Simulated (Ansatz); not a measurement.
Cost and result for the atomization energy of CH2O2Si, SMILES `O=C1O[SiH2]1` (6 atoms, 6 bonds).

The species carries charge 0 and has multiplicity 1. The structure was optimised at the PBE0-D4/def2-TZVP level. Program: Ansatz. All runs use 2 threads of an Arm Neoverse V1 on a shared host. Times are those of one run each, without the atoms' runs, and a repeat can differ threefold. Electronic energies, without spin–orbit coupling; frozen cores. CCSD(T)/CBS adds CCSD(T) − MP2 in def2-TZVPP to the MP2 limit, and its time is that of the two runs behind it. T1 = 0.019. B3LYP takes the VWN-RPA correlation (the form of Gaussian; ORCA's B3LYP/G).

CCSD(T)/CBS is a level of theory with its own doubt, some kJ/mol a heavy atom from the limit and from the frozen cores, so smaller differences don't rank the functionals.

| level | functions | wall time |
| --- | --- | --- |
| LDA (SPW92)/def2-TZVPP | 163 | 0.85 s |
| CCSD(T)/def2-SVP | 70 | 1.4 s |
| revPBE-D4/def2-TZVPP | 163 | 1.5 s |
| BLYP-D4/def2-TZVPP | 163 | 1.5 s |
| BHLYP-D4/def2-TZVPP | 163 | 1.9 s |
| B3LYP-D4/def2-TZVPP (with forces) | 163 | 2.4 s |
| r2SCANh-D4/def2-TZVPP | 163 | 3.2 s |
| B2PLYP/def2-TZVPP | 163 | 3.3 s |
| r2SCAN-D4/def2-TZVPP (with forces) | 163 | 3.7 s |
| ωB97X-V/def2-TZVPP | 163 | 5.5 s |
| MP2/def2-QZVPP | 301 | 9.5 s |
| CCSD(T)/def2-TZVPP | 163 | 26 s |
| CCSD(T)/CBS(def2) | – | 36 s |

(1) What atomization energy does each give, and how far from CCSD(T)/CBS? (An estimate is asked.)

## Answers

(1) The calculation gave: 
```csv
level,atomization (kJ/mol),difference from CCSD(T)/CBS,per bond
LDA (SPW92)/def2-TZVPP,2825.4,461.5,76.9
CCSD(T)/def2-SVP,2188.3,-175.6,-29.3
revPBE-D4/def2-TZVPP,2389.3,25.4,4.2
BLYP-D4/def2-TZVPP,2399.3,35.4,5.9
BHLYP-D4/def2-TZVPP,2216.8,-147.1,-24.5
B3LYP-D4/def2-TZVPP (with forces),2357.2,-6.7,-1.1
r2SCANh-D4/def2-TZVPP,2353.8,-10.1,-1.7
B2PLYP/def2-TZVPP,2343.4,-20.5,-3.4
r2SCAN-D4/def2-TZVPP (with forces),2391.8,27.9,4.6
ωB97X-V/def2-TZVPP,2379.6,15.7,2.6
MP2/def2-QZVPP,2431.1,67.2,11.2
CCSD(T)/def2-TZVPP,2283.4,-80.5,-13.4
CCSD(T)/CBS(def2),2363.9,0.0,0.0
```

In def2-TZVPP, CCSD(T) changes the Hartree–Fock value by +757.3 kJ/mol (the triples alone add +64.0 kJ/mol) and MP2 by +856.6 kJ/mol; breaking electron pairs costs correlation energy, which Hartree–Fock lacks. From BLYP to BHLYP (50 % exact exchange), in def2-TZVPP and without D4, the atomization energy moves by −171.9 kJ/mol: exact exchange takes away binding that semilocal exchange gives to molecules. At CCSD(T), def2-SVP lies −175.6 kJ/mol from the extrapolated value and def2-TZVPP −80.5 kJ/mol: correlation converges slowly with the basis, and small sets miss more of it in the bonded molecule than in its fragments.
